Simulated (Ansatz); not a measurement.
A run for Ansatz (a first-principles code): R-wB97M-V/def2-TZVPP on FH4NOSi (SMILES N[SiH](O)F), a point of a torsion scan.

Ansatz 0.2 input:
```yaml
crystal:
  periodic: [false, false, false]
  atoms:
    - {symbol: N, position_ang: [1.24401682, -0.33594709, -0.19969804]}
    - {symbol: Si, position_ang: [-0.27065660, 0.43210934, 0.05502857]}
    - {symbol: O, position_ang: [-1.46746725, -0.40670495, -0.62558975]}
    - {symbol: F, position_ang: [-0.07942966, 1.84512986, -0.69330075]}
    - {symbol: H, position_ang: [2.08342877, 0.19555935, -0.03895202]}
    - {symbol: H, position_ang: [1.37105595, -1.28511367, 0.10893264]}
    - {symbol: H, position_ang: [-0.76456777, 0.70969885, 1.38460730]}
    - {symbol: H, position_ang: [-1.43663388, -0.66011628, -1.54478120]}
basis:
  gaussian:
    orbitals: def2-TZVPP
hamiltonian:
  xc: {name: wB97M-V}
scf: {lower_state_search: off}
```

It printed:

```
WARN ansatz: RAYON_NUM_THREADS=1 ignored (pool sized by the plan → 1); use --threads N
Functional definition: wB97M-V
these checks for a lower state are left out or cut short: stability, starts, cluster_reference, orbital_swaps, neighbouring_geometries, increment
integrals: 0.13 GiB planned
989 factors; their error is unknown
integrals: 0.16 GiB planned
220 factors; integrals over basis functions are off by at most 8.3e-6 eV
mean field: 1.07 GiB planned
mean field evaluation 1: about -14194.2105 eV, gradient 6.8e1 eV
mean field evaluation 2: about -14194.2857 eV, gradient 6.9e1 eV
mean field evaluation 4: about -14201.7423 eV, gradient 2.0e0 eV
mean field evaluation 8: about -14201.7666 eV, gradient 2.8e-2 eV
mean field evaluation 16: about -14201.7666 eV, gradient 9.9e-6 eV
mean field -14201.76658216 eV, -521.9052955914 hartree, gradient 9.9e-6 eV, S^2 0.000000; 0 other end points of the search recorded, 0 dependent functions left out
reference -14201.76662415 eV, -521.9052971344 hartree; 21, 21 occupied and 170, 170 virtual orbitals, 989 factors
Total energy: -14201.76662415 eV, -521.9052971344 hartree
Checks for a lower state left out: stability, starts, cluster_reference, orbital_swaps, neighbouring_geometries, increment
```

Self-consistency was reached.

Cost: about 7 core-seconds (a rough figure).
